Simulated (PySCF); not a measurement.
# Electron correlation in Ne (neon, neutral)

[Ne], closed-shell 1S. Computed with PySCF 2.14 in def2-TZVP (5s3p2d1f, 31 functions), with no relativity, point nucleus. Frozen: 1s2; 8 electrons correlated.

MP2 pair energies summed by pair of shells (mhartree):

| pair | energy | share (%) |
| --- | --- | --- |
| 2p-2p | -187.91 | 71.8 |
| 2s-2p | -64.21 | 24.5 |
| 2s-2s | -9.51 | 3.6 |

Total MP2 correlation energy: -261.63 mhartree.

Same-spin part -68.30 and opposite-spin part -193.33 mhartree; SCS-MP2 scales them by 1/3 and 6/5 to -254.76 mhartree.

```json
{"level": "CCSD", "correlation energy (mhartree)": "-264.36"}
{"level": "(T)", "correlation energy (mhartree)": "-3.98"}
{"level": "CCSD(T)", "correlation energy (mhartree)": "-268.34"}
```

Diagnostics: T1 = 0.0060, D1 = 0.0093, largest double amplitude 0.031.

Is a single reference adequate?

Yes: T1 lies below 0.03 and no double amplitude reaches 0.07.
